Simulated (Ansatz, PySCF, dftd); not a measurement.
System: C₂H₂N, charge 0, doublet. C2H2N (SMILES [C-]#[N+][CH2], doublet).
B3LYP-D3(BJ)/def2-TZVP minimum from Ansatz (an electronic-structure program):
```xyz
5

C     -1.1003     0.1172     0.1136
N      0.2172    -0.0231    -0.0224
C      1.3859    -0.1476    -0.1430
H     -1.6290    -0.5396     0.7877
H     -1.6054     0.8842    -0.4538
```
Charge 0, spin multiplicity 2.

Quantity: enthalpy of formation at 298 K (by atomisation, with ideal-gas terms from PySCF's Hessian at B3LYP-D3(BJ)/def2-TZVP and the atoms' measured values of the G2/97 table; no spin-orbit terms), in kcal/mol. Open shells are spin-unrestricted; no spin-orbit coupling. Correlated methods leave the cores frozen. Rows without X2C or -DK are non-relativistic. CBS(X,Y): correlation extrapolated as X^-3, Hartree-Fock from the larger set (Q,5: extrapolated as (X+1)exp(-9√X)). A bracket is a step between two methods taken in the basis named. The functionals are non-relativistic, so their misses hold any scalar relativity. Double hybrids freeze cores in their MP2 part. '+ core + X2C': CCSD(T) terms for core correlation (cc-pwCVTZ) and scalar relativity (cc-pVTZ-DK). Where a partner has so few electrons that a lower coupled-cluster level is exact, that level stands in. The UHF reference of C2H2N ([C-]#[N+][CH2], doublet) is spin-contaminated (<S^2> up to 0.08 over the pure value in the sets run).

```tsv
level	program	enthalpy of formation at 298 K (kcal/mol)	difference against the last row
r2SCAN-D3(BJ)/def2-TZVPD	Ansatz + dftd3	81.8	-4.4
B3LYP-D4/def2-TZVPD	Ansatz + dftd4	79.4	-6.8
B3LYP/def2-TZVPD	Ansatz	81.6	-4.6
r2SCANh-D4/def2-TZVPD	Ansatz + dftd4	87.2	1.0
CAM-B3LYP-D3(BJ)/def2-TZVPD	Ansatz + dftd3	79.8	-6.4
wB97X-V/def2-TZVPD	Ansatz	83.9	-2.3
B2PLYP-D4/def2-TZVPD	Ansatz + dftd4	86.3	0.1
B2PLYP/def2-TZVPD	Ansatz	87.3	1.1
B2GP-PLYP/def2-TZVPD	Ansatz	91.0	4.8
CCSD(T)/CBS(cc-pVTZ,cc-pVQZ) + core + X2C	Ansatz	86.8	0.6
CCSD(T)/CBS(cc-pVQZ,cc-pV5Z) + core + X2C	Ansatz	87.1	0.9
CCSDT(Q)/cc-pVDZ	Ansatz	131.7	45.5
CCSD(T)/CBS(cc-pVQZ,cc-pV5Z) + [CCSDT(Q) - CCSD(T)]/cc-pVDZ + core + X2C	Ansatz	86.2	0.0
```
